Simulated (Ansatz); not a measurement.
Geometry optimisation, RKS PBE/def2-SVP in Ansatz 0.2.0.

The input (input.yaml):

```yaml
crystal:
  periodic: [false, false, false]
  atoms:
    - { symbol: W, position_ang: [-0.116514, -0.109463, -0.078407] }
    - { symbol: Cl, position_ang: [-0.072397, -0.046865, 2.291739] }
    - { symbol: Cl, position_ang: [2.171115, -0.199547, -0.258928] }
    - { symbol: Cl, position_ang: [-0.23982, 2.174618, -0.274969] }
    - { symbol: Cl, position_ang: [-2.443227, -0.191212, -0.035995] }
    - { symbol: Cl, position_ang: [-0.1592, -2.436929, -0.019101] }
    - { symbol: F, position_ang: [-0.198686, -0.205562, -1.956185] }
    - { symbol: Br, position_ang: [2.291573, 2.355104, 1.568861] }
    - { symbol: H, position_ang: [1.713456, 1.729056, 2.809185] }
basis:
  gaussian: { orbitals: def2-SVP }
hamiltonian:
  xc: pbe
relax:
  f_tol: 0.03
  max_steps: 50
```

Command:

```bash
$ ansatz run input.yaml --threads 4 --pin off --max-ram 5120MiB --backend cpu --events-out ev --progress --plain --runs-dir out
```

Where does it end, and by what steps?

It converged. After 13 steps the energy has fallen by 0.483 eV; Br8 moved furthest, 0.84 Å.

| step | energy less start (eV) | largest force component (eV/Å) | accepted |
| --- | --- | --- | --- |
| 0 | 0.0000 | 1.780 | yes |
| 1 | -0.2996 | 0.738 | yes |
| 2 | -0.4189 | 0.287 | yes |
| 3 | -0.4619 | 0.181 | yes |
| 4 | -0.4737 | 0.105 | yes |
| 5 | -0.4749 | 0.058 | yes |
| 6 | -0.4784 | 0.054 | yes |
| 7 | -0.4790 | 0.043 | yes |
| 8 | -0.4792 | 0.037 | yes |
| 9 | -0.4785 | 0.302 | no |
| 10 | -0.4816 | 0.067 | yes |
| 11 | -0.4820 | 0.121 | yes |
| 12 | -0.4818 | 0.085 | no |
| 13 | -0.4834 | 0.007 | yes |

```xyz
9
Properties=species:S:1:pos:R:3
W -0.212 -0.210 -0.146
Cl -0.075 -0.058 2.172
Cl 2.094 -0.203 -0.323
Cl -0.240 2.095 -0.335
Cl -2.528 -0.234 -0.052
Cl -0.201 -2.526 -0.040
F -0.319 -0.328 -2.020
Br 2.698 2.755 2.183
H 1.729 1.776 2.605
```

Whether the end is a true minimum wasn't checked by a vibrational analysis.

The run took 57 s on 4 threads of Arm Neoverse V2 (shared host), peak memory 0.33 GiB.
